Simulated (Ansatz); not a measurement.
Relaxation of Cl4FHTa (7 atoms, charge 0, multiplicity 2), to a largest force component of 0.03 eV/Å in at most 50 steps.

These are results of Ansatz, UKS PBE/def2-SVP, not measurements.

```xyz
7
Properties=species:S:1:pos:R:3
Ta -0.088 0.000 0.000
F 1.819 0.000 0.000
Cl 0.044 -0.001 2.339
Cl 0.043 0.001 -2.338
Cl -1.328 1.929 -0.001
Cl -1.328 -1.929 0.000
H 3.949 0.000 0.000
```

Where does it end, and by what steps?

The run converged. The force dipped under the threshold on the way, but the program's further checks kept it going. After 7 steps the energy has fallen by 0.092 eV; H7 moved furthest, 0.82 Å.

```json
{"step": "0", "energy less start (eV)": "0.0000", "largest force component (eV/Å)": "0.959", "accepted": "yes"}
{"step": "1", "energy less start (eV)": "-0.0358", "largest force component (eV/Å)": "0.329", "accepted": "yes"}
{"step": "2", "energy less start (eV)": "-0.0693", "largest force component (eV/Å)": "0.091", "accepted": "yes"}
{"step": "3", "energy less start (eV)": "-0.0750", "largest force component (eV/Å)": "0.152", "accepted": "yes"}
{"step": "4", "energy less start (eV)": "-0.0854", "largest force component (eV/Å)": "0.035", "accepted": "yes"}
{"step": "5", "energy less start (eV)": "-0.0890", "largest force component (eV/Å)": "0.082", "accepted": "yes"}
{"step": "6", "energy less start (eV)": "-0.0914", "largest force component (eV/Å)": "0.017", "accepted": "yes"}
{"step": "7", "energy less start (eV)": "-0.0916", "largest force component (eV/Å)": "0.008", "accepted": "yes"}
```

```xyz
7
Properties=species:S:1:pos:R:3
Ta -0.223 0.000 0.000
F 1.651 0.000 0.000
Cl -0.099 0.002 2.342
Cl -0.100 -0.002 -2.342
Cl -1.443 1.947 0.002
Cl -1.443 -1.947 -0.002
H 4.767 0.000 0.000
```

Whether the end is a true minimum wasn't checked by a vibrational analysis.

Run time: 30 s on 4 threads of Arm Neoverse V1, with other jobs on the host, peak memory 0.24 GiB.
